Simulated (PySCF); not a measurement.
**Correlation energy of Mg (magnesium, neutral)**

[Ne] 3p2, high-spin 3P determinant (an excited configuration). Computed with PySCF 2.14 in dyall-av3z, with no relativity, point nucleus. Frozen: [Ne]; 2 electrons correlated; the 22 highest virtual orbitals of each spin left out.

With two correlated electrons CCSD is exact within the correlated space (frozen core and kept virtual orbitals).

```
level  correlation energy (mhartree)
 CCSD                          -8.47
```

Diagnostics: T1 = 0.0044, D1 = 0.0062, largest double amplitude 0.106.

Problem. Is a single reference adequate?

Solution. Mostly. T1 lies below 0.03, but a double amplitude of this size points to a near-degeneracy that CCSD handles and MP2 describes poorly.
